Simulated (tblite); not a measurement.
C10H10ClN.
Bonds: C1–N2, N2–C3, N2–C4, C4–C5 (double), C5–C6, C6–C7 (double), C7–C8, C8–Cl9, C8–C10 (double), C10–C11, C11–C12 (double), C4–C12, C6–C11. Hydrogens: H13, H14, H15 on C1; H16, H17, H18 on C3; H19 on C5; H20 on C7; H21 on C10; H22 on C12.

Computed with GFN2-xTB (tblite), gas phase: L-BFGS steps from a force-field or distance-geometry start until the largest atomic force falls under 0.01 eV/Å.

Step 9: E = -922.8377 eV
```
atom  x, y, z in Å  |  force x, y, z in eV/Å
C1     -2.8065   -0.0566   -1.0206    0.056  -0.007   0.000
N2     -1.9151    0.2326    0.0744   -0.029  -0.018   0.012
C3     -2.4967    0.5269    1.3618    0.018  -0.008   0.016
C4     -0.5728    0.0478   -0.0634   -0.057   0.009  -0.024
C5      0.1234   -0.3609   -1.1620   -0.040  -0.003  -0.014
C6      1.5199   -0.3571   -0.8127    0.060   0.000   0.021
C7      2.7645   -0.6047   -1.2649   -0.043   0.019   0.029
C8      3.6899   -0.3190   -0.1476    0.015   0.020   0.036
Cl9     5.3821   -0.5036   -0.3042   -0.034  -0.007  -0.023
C10     3.0298    0.0916    0.9508   -0.018   0.005   0.034
C11     1.6183    0.0877    0.5909    0.023  -0.025  -0.045
C12     0.3866    0.3311    1.0524   -0.054   0.013  -0.028
H13    -2.9573   -1.1350   -1.1632    0.054   0.049   0.048
H14    -2.4022    0.3548   -1.9460    0.020   0.004   0.006
H15    -3.7745    0.4064   -0.8263    0.061  -0.025  -0.069
H16    -2.1934    1.5202    1.7077   -0.017  -0.023   0.006
H17    -3.5820    0.5107    1.2729    0.052   0.018   0.053
H18    -2.2058   -0.2097    2.1170   -0.007   0.004  -0.022
H19    -0.2599   -0.6447   -2.1208   -0.049  -0.007   0.000
H20     3.1014   -0.9386   -2.2254   -0.023  -0.029  -0.080
H21     3.4422    0.3642    1.8997    0.017   0.021   0.066
H22     0.0977    0.6754    2.0287   -0.005  -0.009  -0.021
```

Step 10: E = -922.8389 eV
```
atom  x, y, z in Å  |  force x, y, z in eV/Å
C1     -2.8038   -0.0565   -1.0203    0.033  -0.005  -0.014
N2     -1.9152    0.2324    0.0753    0.001  -0.005  -0.001
C3     -2.4954    0.5269    1.3619    0.011  -0.006   0.022
C4     -0.5734    0.0487   -0.0639   -0.030   0.000  -0.008
C5      0.1221   -0.3611   -1.1618   -0.009  -0.009  -0.039
C6      1.5201   -0.3571   -0.8126   -0.020   0.005   0.016
C7      2.7640   -0.6043   -1.2641   -0.029  -0.001  -0.032
C8      3.6885   -0.3188   -0.1477    0.002   0.024   0.051
Cl9     5.3772   -0.5034   -0.3050    0.046  -0.015  -0.029
C10     3.0292    0.0916    0.9510   -0.024   0.012   0.052
C11     1.6186    0.0877    0.5905   -0.063  -0.008  -0.014
C12     0.3854    0.3312    1.0516    0.009   0.003  -0.053
H13    -2.9542   -1.1341   -1.1619    0.049   0.016   0.038
H14    -2.3987    0.3543   -1.9451    0.027   0.009  -0.005
H15    -3.7718    0.4057   -0.8283    0.034  -0.010  -0.062
H16    -2.1929    1.5193    1.7087   -0.004   0.003   0.010
H17    -3.5797    0.5110    1.2737    0.011   0.015   0.049
H18    -2.2046   -0.2096    2.1157    0.001  -0.019   0.006
H19    -0.2638   -0.6448   -2.1200   -0.030  -0.006   0.008
H20     3.1016   -0.9385   -2.2250   -0.030  -0.023  -0.065
H21     3.4420    0.3641    1.8999    0.015   0.021   0.063
H22     0.0942    0.6749    2.0265    0.001   0.000   0.006
```

Step 11: E = -922.8399 eV
```
atom  x, y, z in Å  |  force x, y, z in eV/Å
C1     -2.8011   -0.0564   -1.0202    0.011   0.001  -0.023
N2     -1.9154    0.2321    0.0761    0.026   0.011  -0.003
C3     -2.4943    0.5267    1.3623    0.002  -0.003   0.021
C4     -0.5744    0.0494   -0.0644    0.007  -0.011  -0.010
C5      0.1210   -0.3614   -1.1621   -0.003  -0.005  -0.035
C6      1.5195   -0.3570   -0.8124   -0.019  -0.007  -0.020
C7      2.7638   -0.6042   -1.2643   -0.048   0.001  -0.026
C8      3.6875   -0.3182   -0.1468   -0.019   0.018   0.034
Cl9     5.3744   -0.5036   -0.3061    0.082  -0.017  -0.026
C10     3.0285    0.0918    0.9521   -0.028   0.013   0.050
C11     1.6178    0.0876    0.5903   -0.043  -0.004  -0.004
C12     0.3846    0.3313    1.0498   -0.010   0.018  -0.004
H13    -2.9510   -1.1331   -1.1601    0.043  -0.022   0.022
H14    -2.3958    0.3542   -1.9446    0.038   0.012  -0.015
H15    -3.7690    0.4049   -0.8311    0.002   0.006  -0.050
H16    -2.1928    1.5186    1.7096    0.010   0.021   0.014
H17    -3.5777    0.5115    1.2754   -0.024   0.011   0.040
H18    -2.2038   -0.2099    2.1149    0.010  -0.035   0.027
H19    -0.2672   -0.6450   -2.1195   -0.015  -0.007   0.006
H20     3.1010   -0.9389   -2.2260   -0.033  -0.014  -0.038
H21     3.4422    0.3645    1.9013    0.001   0.015   0.043
H22     0.0919    0.6745    2.0250    0.010  -0.002  -0.003
```

Problem. Estimate the geometry and energy of step 12. (The exact step hangs on the optimiser's Hessian estimate; all steps are aligned on step 11, rigid shifts and turns removed.)

Solution. E = -922.8410 eV, largest force 0.076 eV/Å
```
atom  x, y, z in Å  |  force x, y, z in eV/Å
C1     -2.7980   -0.0563   -1.0206   -0.007   0.006  -0.025
N2     -1.9153    0.2322    0.0768    0.028   0.029  -0.004
C3     -2.4929    0.5265    1.3632   -0.006   0.000   0.019
C4     -0.5752    0.0499   -0.0653    0.032  -0.014  -0.003
C5      0.1197   -0.3616   -1.1630    0.006   0.000  -0.020
C6      1.5185   -0.3571   -0.8127   -0.033  -0.011  -0.036
C7      2.7626   -0.6040   -1.2649   -0.019  -0.001  -0.020
C8      3.6860   -0.3172   -0.1454   -0.026   0.008   0.011
Cl9     5.3729   -0.5042   -0.3078    0.073  -0.012  -0.016
C10     3.0270    0.0923    0.9542   -0.015   0.003   0.015
C11     1.6164    0.0874    0.5898   -0.028   0.005   0.015
C12     0.3831    0.3318    1.0482   -0.004   0.017   0.019
H13    -2.9466   -1.1325   -1.1578    0.036  -0.050   0.003
H14    -2.3917    0.3542   -1.9443    0.045   0.009  -0.021
H15    -3.7661    0.4042   -0.8350   -0.025   0.019  -0.038
H16    -2.1923    1.5182    1.7109    0.021   0.027   0.017
H17    -3.5760    0.5123    1.2778   -0.045   0.006   0.030
H18    -2.2027   -0.2109    2.1145    0.016  -0.039   0.038
H19    -0.2712   -0.6454   -2.1189   -0.003  -0.012  -0.006
H20     3.0998   -0.9396   -2.2276   -0.041   0.002   0.005
H21     3.4423    0.3652    1.9037   -0.020   0.007   0.017
H22     0.0894    0.6740    2.0233    0.013   0.003   0.001
```

The energy changes by -0.0010 eV. The first-order estimate −F·Δx gives -0.0014 eV and the mean of the old and new forces, exact on a quadratic surface, -0.0010 eV. The step makes an angle of 56° with the force vector and moves no atom by more than 0.005 Å.

The cost below is that of the whole relaxation. Hardware: an Arm Neoverse N1 with one thread (shared host). Cost: 2.0 s.
